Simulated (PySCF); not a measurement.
These 2 structures share the formula C5H3FO2. The calculation used PBE0-D3(BJ)/def2-SVP geometry optimisation, gas phase (PySCF). One conformer each; no zero-point energy, no entropy. No frequencies were run at this level. Point groups hold within 0.08 Å.

**Question.** Order them by energy at this level, lowest first, and give relative energies in kcal/mol.
A. `O=C1C=C(F)C=CO1`
B. `[O:1]=[C:2]1[CH:3]=[CH:4][C:5](=[O:6])[CH:7]1[F:8]` with O1–C2–C3–C4 -168°, C3–C4–C5–O6 167°, C4–C5–C7–F8 143°, O1–C2–C7–C5 161°

**Answer.** A (0.0), B (18.1).

| SMILES | E (Eh) | E rel (kcal/mol) | dipole (D) | point group | A, B, C (MHz) |
| --- | --- | --- | --- | --- | --- |
| O=c1cc(F)cco1 | -441.81325 | 0.0 | 3.89 | Cs | 4026, 1856, 1271 |
| O=C1C=CC(=O)C1F | -441.78434 | 18.1 | 3.77 | Cs | 3272, 2223, 1365 |

**Question.** As an exercise, what shares would exp(−E/RT) give at 2000 K from these electronic energies alone (no entropy, no degeneracies)?

**Answer.** RT = 3.974 kcal/mol: O=c1cc(F)cco1 99.0 %, O=C1C=CC(=O)C1F 1.0 %.
